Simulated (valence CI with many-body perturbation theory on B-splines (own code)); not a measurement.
## Run record, As²⁷⁺

Computed by valence CI with perturbative core correlation (CI+MBPT): four valence electrons over a frozen Dirac-Fock core [He], a basis of 11 s, 11 p, 10 d, 8 f, 5 g, 2 h functions for each j, with the one-electron correlation potential Σ1 (screened to all orders), the two-electron term Σ2, the three-electron term Σ3, Breit, model QED; selected single and double excitations, second order for the rest, scaled by the run's own slope (own B-spline code, finite nucleus).

Command, and the settings that its task file holds:

```sh
python run_cv.py task.json out
```

```
atom As  Z=33  mass_number=75  rms_radius_fm=4.0968
core [He]
valence 2s2 2p2
avg = 1
basis = M
breit = 1
cap = 32000
capref = 2000
cscale = 1
de = 0.0
dress = 0
eps = 2e-08
extrap = 1
h = 0.27
hh = 1
l2 = 3
lcore = 6
maxit = 60
n2 = 5
natural = 1
nlev = 150
nno = [5, 5, 5, 4, 2, 1]
nroot = 36
nsp = [6, 6, 5, 4, 3, 1]
pt2 = 1
qed = 1
rpa = 1
s1 = 1
s2 = 1
s3 = 1
screen = 1
tol = 2e-05
whole = 1
```

It took 2.7 min on 1 thread of Arm Neoverse V1, with other jobs on the host.

Log. The first blocks belong to the next ion, which gives the ionisation energy. Fields: 2J, parity (1 odd), roots, reference size, generating configurations, candidates as configurations/state functions, variational space P, stored matrix elements, Davidson steps; e2 is the range of second-order energies in hartree. The first line gives the box (bohr), its intervals, the orbitals and the steps of their self-consistent field. Window is the range of levels sought, series limit the energy at which the first omitted orbital would enter, core excitation an estimate of the first excitation out of the core, left out the lowest levels not solved, and shifts from estimates the range by which levels moved from their first estimate, all in cm⁻¹.

```
rmax 5.3 intervals 60 orbitals 83 references ['2s2 2p2', '2s 2p3', '2p4'] scf 3 t 0.6
2J=1 par=1 roots 2 ref 40 generators 2 cand 2163/3158 P 2195/3198 nnz 2e+06 it 5
2J=1 par=1 roots 2 ref 40 generators 4 cand 621/873 P 2816/4071 nnz 2.9e+06 it 5
   second order: generators 9 cand 5851/8903 e2 -0.00002 -0.00001
reference levels 1204, estimated 766, window 15533929 1/cm; series limit 21914335, core excitation 86509796
2J=0 par=0 roots 18 ref 55 generators 17 cand 1702/2697 P 4282/6387 nnz 2.7e+06 it 7
2J=0 par=0 roots 18 ref 55 generators 29 cand 12968/22359 P 17250/28746 nnz 3.6e+07 it 7
   second order: generators 69 cand 53137/94859 e2 -0.00008 -0.00001
2J=2 par=0 roots 33 ref 129 generators 20 cand 597/2046 P 2352/7162 nnz 4.7e+06 it 10
2J=2 par=0 roots 33 ref 129 generators 24 cand 6591/24822 P 8943/31984 nnz 5.6e+07 it 9
   second order: generators 66 cand 74282/315507 e2 -0.00244 -0.00092
2J=4 par=0 roots 36 ref 156 generators 21 cand 487/2002 P 2118/7169 nnz 5.3e+06 it 8
2J=4 par=0 roots 36 ref 156 generators 34 cand 5385/24798 P 7503/31967 nnz 6.1e+07 it 9
   second order: generators 88 cand 91983/526748 e2 -0.00404 -0.00147
2J=4 par=1 roots 32 ref 155 generators 22 cand 533/2013 P 2134/7175 nnz 5.2e+06 it 7
2J=4 par=1 roots 32 ref 155 generators 25 cand 5340/24753 P 7474/31928 nnz 6e+07 it 9
   second order: generators 72 cand 81562/476257 e2 -0.00524 -0.00093
2J=2 par=1 roots 33 ref 136 generators 23 cand 589/2046 P 2453/7220 nnz 4.7e+06 it 7
2J=2 par=1 roots 33 ref 136 generators 30 cand 6621/24746 P 9074/31966 nnz 5.6e+07 it 8
   second order: generators 79 cand 73420/312024 e2 -0.00298 -0.00072
2J=6 par=1 roots 18 ref 122 generators 15 cand 566/2026 P 2177/7184 nnz 5.3e+06 it 7
2J=6 par=1 roots 18 ref 122 generators 19 cand 5287/24811 P 7464/31995 nnz 6.3e+07 it 8
   second order: generators 57 cand 79301/544413 e2 -0.00390 -0.00120
2J=0 par=1 roots 14 ref 52 generators 13 cand 1836/3068 P 4175/6418 nnz 2.6e+06 it 7
2J=0 par=1 roots 14 ref 52 generators 15 cand 12695/21821 P 16870/28239 nnz 3.6e+07 it 9
   second order: generators 41 cand 34290/59850 e2 -0.00004 -0.00001
2J=6 par=0 roots 21 ref 128 generators 12 cand 501/2049 P 2091/7181 nnz 5.3e+06 it 7
2J=6 par=0 roots 21 ref 128 generators 15 cand 5172/25089 P 7263/32270 nnz 6.4e+07 it 8
   second order: generators 52 cand 71776/489043 e2 -0.00323 -0.00120
2J=8 par=1 roots 8 ref 74 generators 7 cand 588/1943 P 2230/6685 nnz 4.5e+06 it 5
2J=8 par=1 roots 8 ref 74 generators 10 cand 6044/28272 P 8274/34957 nnz 8.1e+07 it 8
   second order: generators 31 cand 58264/426339 e2 -0.00135 -0.00050
2J=8 par=0 roots 9 ref 86 generators 7 cand 686/2156 P 2389/7274 nnz 5.2e+06 it 7
2J=8 par=0 roots 9 ref 86 generators 9 cand 5745/28474 P 8134/35748 nnz 7.4e+07 it 8
   second order: generators 34 cand 61658/467436 e2 -0.00309 -0.00052
2J=10 par=0 roots 3 ref 47 generators 5 cand 1513/4696 P 2590/7540 nnz 5e+06 it 4
2J=10 par=0 roots 3 ref 47 generators 7 cand 7030/35735 P 9620/43275 nnz 1.1e+08 it 6
   second order: generators 13 cand 28886/225108 e2 -0.00020 -0.00009
2J=10 par=1 roots 2 ref 32 generators 3 cand 1502/5399 P 2499/7930 nnz 5.5e+06 it 5
2J=10 par=1 roots 2 ref 32 generators 5 cand 5419/28669 P 7918/36599 nnz 9.5e+07 it 5
   second order: generators 14 cand 41051/290418 e2 -0.00037 -0.00017
left out: unestimated 19985644, estimated 16392883, shifts from estimates -84 to 230
operators 0.2
```

The Davidson iterations converged.

No measured spectrum was set against this ion. As an estimate, large intervals hold to a few tenths of a per cent, small ones and those within an open d or f shell to about a per cent. Among the levels kept, up to 1000 cm⁻¹ of a level comes from second order outside the variational space, and about a tenth of that is noise between levels of different J, which matters for small intervals.

| Property | Result |
| --- | --- |
| Valence energy | -467.8624 hartree |
| Ionisation energy | 2942.4 eV (NIST: 2938 ± 3 eV (semi-empirical)) |
| Reference configurations for the orbitals | 2s2 2p2, 2s 2p3, 2p4 |
| Radial orbitals | 83 |
| Box radius | 5.333 bohr |
| Largest variational space | 43275 |
| Lowest levels | (2s^2 2p1/2^2) J=0 0, (2s^2 2p1/2 2p3/2) J=1 256970, (2s^2 2p1/2 2p3/2) J=2 328700, (2s^2 2p3/2^2) J=2 641340, (2s^2 2p3/2^2) J=0 814110, (2s 2p1/2^2 2p3/2) J=2 916020, (2s 2p1/2^2 2p3/2) J=1 1256700, (2s 2p1/2 2p3/2^2) J=2 [a] 1308500, (2s 2p1/2 2p3/2^2) J=3 1402600, (2s 2p1/2 2p3/2^2) J=0 1554800, (2s 2p1/2 2p3/2^2) J=1 [a] 1587000, (2s 2p1/2 2p3/2^2) J=2 [b] 1638900, (2s 2p1/2 2p3/2^2) J=1 [b] 1749600, (2s 2p3/2^3) J=2 1911700 cm⁻¹ |

Levels are named by their leading jj configuration (3d3/2^4 stands for four electrons in 3d with j = 3/2), which in mixed levels can hold well under half, so a name can repeat and another be missing. Letters in brackets count levels of one name in rising energy.
